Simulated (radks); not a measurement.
All-electron atom: Sn2.5+ in [Kr] 4d10 5p(up 0.5, down 0.5) 5s(up 0.25, down 0.25) (fractional occupations, a model configuration). Calculated with a radial shooting solver on a logarithmic mesh with Libxc functionals: scalar-relativistic Kohn-Sham, r2SCAN, spin-polarised, spherical densities, finite nucleus; meta-GGA in the generalised Kohn-Sham scheme; Fermi nuclear charge, rms radius 4.6519 fm.

Normalised radial functions P(r) = r R(r), r in bohr:

```
   r/bohr * 4d (the largest magnitude, 1.04, reaches the edge; | marks zero)
  0.00486                             *
 0.007427                             *
  0.01144                             *
  0.01748                             *
  0.02693                             *
  0.04148                             |*
  0.06338                             |  *
  0.09763                             |       *
   0.1504                             |            *
   0.2298                             |             *
   0.3539                             |   *
   0.5408              *              |
   0.8331  *                          |
    1.283        *                    |
    1.961                    *        |
     3.02                           * |
    4.652                             *
    7.109                             *
```

4d: eigenvalue -51.177 eV, 1 radial node at r = 0.389 bohr, <r> = 1.08 bohr, 90 % of the charge inside 1.67 bohr.
